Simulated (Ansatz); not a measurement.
Process, species as SMILES: C=[SiH2] (CH2-SiH2) → [CH]=[SiH2] (CH-SiH2) + H atom
B3LYP-D3(BJ)/def2-TZVP geometries, fixed; electronic energies without zero-point terms.

How fast the bond dissociation energy converges with the basis for several methods (Ansatz, an electronic-structure program): deviation from each method's own reference, in kcal/mol. References: CCSD(T) 115.52 kcal/mol, Hartree-Fock in cc-pV(Q+d)Z plus the correlation part extrapolated as X^-3 from cc-pV(T+d)Z and cc-pV(Q+d)Z; HF 84.91 kcal/mol, the value in aug-pcseg-3; MP2 124.22 kcal/mol, Hartree-Fock in aug-cc-pV(Q+d)Z plus the correlation part extrapolated as X^-3 from aug-cc-pV(T+d)Z and aug-cc-pV(Q+d)Z; PBE 111.95 kcal/mol, the value in aug-pcseg-3; PBE0 111.68 kcal/mol, the value in aug-pcseg-3; wB97M-V 114.91 kcal/mol, the value in aug-pcseg-3. Cartesian d functions, on some or all atoms, in 6-31+G*, 6-311G**; all else is spherical. In correlated methods cores are frozen. The T1 diagnostic of CCSD is high for at least one species. A restricted Hartree-Fock determinant is unstable towards unrestricted orbitals. An unrestricted Hartree-Fock determinant is markedly spin-contaminated. Open shells are unrestricted. No added dispersion term, no relativity. Functionals ending in -V hold VV10 correlation. 

```tsv
basis	functions	CCSD(T)	HF	MP2	PBE	PBE0	wB97M-V
6-31+G*	50	-8.38	-0.71	-10.05	0.25	0.26	0.77
pcseg-1	52	-3.45	1.06	-5.77	-0.34	0.16	-0.40
def2-SVP	52	-3.32	-0.36	-5.55	0.07	0.23	0.72
6-311G**	69	-3.39	-0.83	-5.07	0.41	0.34	0.07
def2-SVPD	76	-2.44	0.39	-4.24	0.43	0.51	1.16
aug-pcseg-1	86	-2.79	1.01	-4.74	-0.18	0.19	-0.37
aug-cc-pV(D+d)Z	91	-3.86	-0.61	-5.67	-0.70	-0.60	-0.46
def2-TZVP	92	-3.07	-0.42	-4.51	-0.07	-0.14	-0.19
def2-TZVPD	116	-2.89	-0.36	-4.28	-0.16	-0.20	-0.23
cc-pV(T+d)Z	125	-1.19	-0.23	-2.42	0.19	0.11	0.23
cc-pV(Q+d)Z	239	-0.47	-0.17	-1.11	0.05	0.01	0.07
def2-QZVPPD	271	-0.45	-0.12	-1.06	-0.01	-0.02	-0.01
```

Mean absolute deviation over 6-311G**, def2-TZVP, def2-TZVPD, cc-pV(T+d)Z: wB97M-V 0.18, PBE0 0.20, PBE 0.21, HF 0.46, CCSD(T) 2.64, MP2 4.07 kcal/mol.
